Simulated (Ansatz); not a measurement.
OsO4, SMILES [O]=[Os](=[O])(=[O])=[O], multiplicity 1.

The structure is a stationary point at B3LYP-D3(BJ)/def2-SVP. The spin state was assumed, not searched. The isomer is the one that the SMILES or the coordinates give; other isomers of the formula were not compared. The def2 effective core potentials stand for the cores of Os; spin–orbit coupling is left out.

Two levels are set side by side: PBE/def2-SVPD (Ansatz, an electronic-structure program) and CAM-B3LYP/def2-SVPD (Ansatz). Energy differences of separate SCF runs at the same geometry; the states with an electron removed or added have multiplicity 2 and 2. Differences are taken from unrounded values.

| quantity | PBE |
|---|---|
| vertical ionisation energy (eV) | 12.49 |
| vertical electron affinity (eV) | 1.68 |
| vertical singlet–triplet gap (eV) | 3.63 |

Question: These are the PBE values. What does CAM-B3LYP give? (Estimate from the structure and the level; the computed values follow.)

Answer: 
```csv
quantity,CAM-B3LYP,PBE minus CAM-B3LYP
vertical ionisation energy (eV),12.88,-0.39
vertical electron affinity (eV),2.66,-0.98
vertical singlet–triplet gap (eV),3.18,0.46
```
